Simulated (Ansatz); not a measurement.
Isomers of Cd5⁻ (doublet), relaxed with PBE/def2-SVPD; total energies from Ansatz at ωB97M-V/def2-TZVPD.

```
isomer                                description  energy (Eh)
     A  point group D5h; 5 × Cd–Cd 3.05 to 3.06 Å   -838.60638
     B           point group Cs; 5 × Cd–Cd 3.05 Å   -838.60648
     C   point group Cs; 7 × Cd–Cd 3.11 to 3.31 Å   -838.61605
```

In the def2 sets Cd takes a core potential; there is no spin–orbit coupling.

The isomers come from a short search, and lower ones may exist.

Q: Work out the relative energies (1 Eh = 2625.5 kJ/mol) and the Boltzmann populations at 500 K from electronic energies alone (R = 8.314 J/mol/K).

A: ΔE: A 25.4, B 25.1, C 0.0 kJ/mol. RT = 4.16 kJ/mol. Factors exp(−ΔE/RT): A 0.00223, B 0.0024, C 1; sum 1.005. Populations: A 0.2 %, B 0.2 %, C 99.5 %. Zero-point energy, vibrational entropy and symmetry numbers are left out and can shift these; an error of 4 kJ/mol changes a ratio by a factor of 2.6. Over the other density-functional and correlated levels in def2 sets, the gap between C and B ranges from 18 to 41 kJ/mol.
